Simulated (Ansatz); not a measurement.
Isomers of AsH5OSi, relaxed with PBE0-D4/def2-TZVP in Ansatz; electronic energies, one conformer each and not always the lowest. Functionals use def2-TZVPP; CBS adds triple-zeta CCSD(T) − MP2 to the MP2 limit of def2-TZVPP and def2-QZVPP.

Outer-core shells of As are correlated without core-valence functions. Scalar relativity is left out up to krypton. Spin–orbit coupling is left out.

Problem. Order them by energy at frozen-core CCSD(T)/CBS, lowest first. (Estimate.)
A. `O[SiH2][AsH2]`
B. `O[AsH][SiH3]`
C. `[SiH3]O[AsH2]`

Solution. A (0.0 kcal/mol), C (14.0 kcal/mol), B (30.5 kcal/mol).

Problem. How do PBE-D4, r2SCAN-D4, B2PLYP, HF/CBS(def2) place them (kcal/mol, against `O[SiH2][AsH2]`)? (An estimate is asked.)

Solution. Computed: 
```
         isomer  PBE-D4  r2SCAN-D4  B2PLYP  HF/CBS(def2)
`[SiH3]O[AsH2]`    15.3       14.4    11.9           8.3
 `O[AsH][SiH3]`    26.9       29.6    29.3          31.0
```
